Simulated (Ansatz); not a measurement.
The cation of CH5AsSi (`C1[SiH2][AsH]1`) at the neutral geometry.

```yaml
crystal:
  periodic: [false, false, false]
  atoms:
    - {symbol: C, position_ang: [-0.770289, 0.017894, -0.575993]}
    - {symbol: Si, position_ang: [0.707832, 0.663140, 0.315663]}
    - {symbol: As, position_ang: [-0.538107, -1.122687, 1.107201]}
    - {symbol: H, position_ang: [-0.667219, -0.524028, -1.509291]}
    - {symbol: H, position_ang: [-1.690682, 0.591835, -0.522289]}
    - {symbol: H, position_ang: [0.581297, 1.973921, 0.990481]}
    - {symbol: H, position_ang: [2.040832, 0.422339, -0.277138]}
    - {symbol: H, position_ang: [0.428436, -2.079414, 0.415567]}
basis:
  gaussian: {orbitals: def2-TZVPP}
total_charge: 1
magnetization: {spin_polarized: true, initial_magnetization: 1}
hamiltonian: {xc: {name: B2PLYP}}
```

```sh
$ ansatz run in.yaml --threads 4 --pin off --events-out ev --progress --plain
```

It prints (some lines left out):

```
Functional definition: B2PLYP
1127 factors; integrals over basis functions are off by at most 9.0e-4 eV
mean field evaluation 1: about -69799.6622 eV, gradient 4.4e1 eV
mean field evaluation 2: about -69799.8074 eV, gradient 4.4e1 eV
mean field evaluation 4: about -69808.9504 eV, gradient 7.1e0 eV
mean field evaluation 8: about -69809.2573 eV, gradient 7.0e-1 eV
mean field evaluation 16: about -69809.2752 eV, gradient 2.7e-2 eV
mean field evaluation 32: about -69809.2753 eV, gradient 9.8e-6 eV
mean field -69809.27532206 eV, -2565.4435496595 hartree, gradient 9.8e-6 eV, S^2 0.761506; 3 other end points of the search recorded, 0 dependent functions left out
15 core orbitals not correlated: weight in the atoms' cores, before any rotation towards them, 1.000 or more for the frozen orbitals, at most 0.000 for the correlated occupied ones
reference -69809.27547838 eV, -2565.4435554041 hartree; 14, 13 occupied and 162, 163 virtual orbitals, 1127 factors
second order -17.70928128 eV of doubles, -0.00000000 eV of singles
Total energy: -69814.05698433 eV, -2565.6192725066 hartree
```

Hardware: 4 threads of a server CPU on a shared host. Wall time 10 s, peak host memory 0.56 GiB.
